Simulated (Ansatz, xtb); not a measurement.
ClH3N2Sn: which of two structures lies lower

Structure X: `N[NH][Sn][Cl]`, a singlet. Structure Y: a singlet given by its coordinates. Both are isolated molecules in the gas phase, relaxed with r2SCAN-D4/def2-SVP; the shapes shown needn't be the lowest conformers.

X (Å):

```xyz
7

Cl    1.5065    2.8158    1.7293
N    -1.1836   -0.8876    1.7133
N    -0.4242    0.2956    1.7912
Sn   -0.5750    2.0652    0.7623
H    -1.8409   -0.9312    2.4989
H    -1.7515   -0.8633    0.8652
H     0.4074    0.1486    2.3681
```

Y (Å):

```yaml
atoms:
  - { symbol: Cl, position_ang: [-2.2626, 0.0386, -0.1727] }
  - { symbol: N, position_ang: [0.1447, -0.3760, 2.1280] }
  - { symbol: N, position_ang: [-0.2991, 1.0024, 2.1799] }
  - { symbol: Sn, position_ang: [-2.0008, -0.5685, 2.1915] }
  - { symbol: H, position_ang: [0.6119, -0.5274, 1.2285] }
  - { symbol: H, position_ang: [0.1723, 1.5364, 2.9121] }
  - { symbol: H, position_ang: [-0.2927, 1.5078, 1.2882] }
```

Close contacts (Å): Cl1–Sn4 2.45, N2–N3 1.45, N2–Sn4 2.16, N3–Sn4 2.32, N2–H5 1.02, N3–H6 1.02, N3–H7 1.02.

Which of the two would you expect CCSD(T)/def2-SVP + ΔMP2/def2-TZVPP electronic energies to favour?

Not settled: CCSD(T)/def2-SVP + ΔMP2/def2-TZVPP gives E(Y) − E(X) = −1.43 kcal/mol, but this leans on the basis-set step: CCSD(T) alone gives +0.85 kcal/mol.

The same difference at several levels:

```json
{"level": "GFN2-xTB", "geometry": "GFN2-xTB", "E(Y) − E(X) (kcal/mol)": "+3.97", "departure from the last row (kcal/mol)": "+5.40", "job, with rough time for the two": "optimisation, 0.74 s"}
{"level": "HF/STO-3G", "geometry": "GFN2-xTB", "E(Y) − E(X) (kcal/mol)": "+2.64", "departure from the last row (kcal/mol)": "+4.07", "job, with rough time for the two": "single point, 3.8 s"}
{"level": "r2SCAN-D4/def2-SVP//GFN2-xTB", "geometry": "GFN2-xTB", "E(Y) − E(X) (kcal/mol)": "+1.61", "departure from the last row (kcal/mol)": "+3.04", "job, with rough time for the two": "single point, 9.6 s"}
{"level": "r2SCAN-D4/def2-SVP", "geometry": "r2SCAN-D4/def2-SVP", "E(Y) − E(X) (kcal/mol)": "−0.23", "departure from the last row (kcal/mol)": "+1.20", "job, with rough time for the two": "optimisation, 2.7 min"}
{"level": "HF/def2-SVP", "geometry": "r2SCAN-D4/def2-SVP", "E(Y) − E(X) (kcal/mol)": "+1.42", "departure from the last row (kcal/mol)": "+2.85", "job, with rough time for the two": "part of the CCSD(T) run"}
{"level": "MP2/def2-SVP", "geometry": "r2SCAN-D4/def2-SVP", "E(Y) − E(X) (kcal/mol)": "+0.13", "departure from the last row (kcal/mol)": "+1.56", "job, with rough time for the two": "part of the CCSD(T) run"}
{"level": "CCSD(T)/def2-SVP", "geometry": "r2SCAN-D4/def2-SVP", "E(Y) − E(X) (kcal/mol)": "+0.85", "departure from the last row (kcal/mol)": "+2.28", "job, with rough time for the two": "single point"}
{"level": "CCSD(T)/def2-SVP + ΔMP2/def2-TZVPP", "geometry": "r2SCAN-D4/def2-SVP", "E(Y) − E(X) (kcal/mol)": "−1.43", "departure from the last row (kcal/mol)": "", "job, with rough time for the two": "single point, 90 s"}
```

GFN2-xTB, HF/STO-3G, r2SCAN-D4/def2-SVP//GFN2-xTB, HF/def2-SVP, CCSD(T)/def2-SVP put the two in the other order. r2SCAN-D4/def2-SVP, MP2/def2-SVP find them nearly level. The largest departure from CCSD(T)/def2-SVP + ΔMP2/def2-TZVPP is that of GFN2-xTB, 5.40 kcal/mol. The last row adds to CCSD(T) the change of the MP2 difference between the two basis sets, here −2.28 kcal/mol.

With harmonic frequencies from r2SCAN-D4/def2-SVP (ideal gas, rigid rotor, one conformer each, 298.15 K, 1 atm): the zero-point term adds −0.01 kcal/mol; ΔH is −1.72 and ΔG −0.89 kcal/mol.

The correlated steps freeze 11 core orbitals; the filled d shell of Sn is correlated, in a basis made for valence electrons. Atoms past krypton carry core potentials in the def2 sets, other sets are all-electron and non-relativistic, and no spin–orbit term is included. Codes used: Ansatz 0.2.0, xtb 6.7.1; the last row on 1 thread of AMD EPYC (Zen 3) on a shared host.
